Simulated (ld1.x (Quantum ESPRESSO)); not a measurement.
# krypton (Kr): one change to a TM potential, before and after

* Element: Kr (Z = 36)
* Generator: ld1.x (Quantum ESPRESSO) 7.5
* Type: norm-conserving Troullier–Martins (Kleinman–Bylander form)
* Functional: revPBE
* Relativity: scalar-relativistic
* Frozen core: [Ar] 3d10
* Valence charge: 8
* Reference configuration: 4s2 4p6
* Partial waves: 4s (bound): rc 1.00 bohr; 4p (bound): rc 1.40 bohr; 4d channel at 0.05 Ry: rc 1.30 bohr
* Local potential: all-electron potential smoothed inside 1.40 bohr (lloc = -1)
* Core correction: Bessel-smoothed model core inside 0.65 bohr

Change: wave 4p (bound): rc 1.40 bohr becomes 4p (bound): rc 2.12 bohr.

Cutoffs: the cutoffs (Ry, on a coarse ladder) from which the occupation-weighted sum of valence levels, in a spherical-Bessel basis at the reference potential, stays within 10 and 1 mRy of its value at 400 Ry; they do not see the model core or the augmentation charge, which bear on the density cutoff. Errors are all-electron minus pseudo energies relative to the spin-unpolarised reference configuration.

Q: How do hardness, ghosts and transferability respond?

A: Both files keep a bound ghost (d); of the 6 tests that both files solve, the error grows in 1 and shrinks in 2 by more than 15 % and 0.3 meV (median size 10.6 → 11.3 meV).

| quantity | base | changed |
| --- | --- | --- |
| cutoff, loose | 120 Ry | 120 Ry |
| cutoff, tight | over 300 Ry | over 300 Ry |
| loose cutoff by channel (10 mRy a level) | s 90 Ry, p 21 Ry | s 90 Ry, p 10 Ry |
| bound ghosts | d | d |
| error for 4s2 4p5, meV [ΔE 14.25 eV] | +1.5 | +1.7 |
| error for 4s2 4p4, meV [ΔE 39.39 eV] | +15 | +13 |
| error for 4s2 4p3, meV [ΔE 76.43 eV] | +47 | +31 |
| error for 4s2 4p5.5, meV [ΔE 5.84 eV] | -0.2 | -0.1 |
| error for 4s1 4p6, meV [ΔE 28.74 eV] | -6.4 | +9.6 |
| error for 4s2 4p2, meV [ΔE 126.18 eV] | +99 | +39 |

 A true bound ghost makes a file unfit for plane-wave use even where its test errors are small: the radial tests pick states by their node count and pass the ghost by.
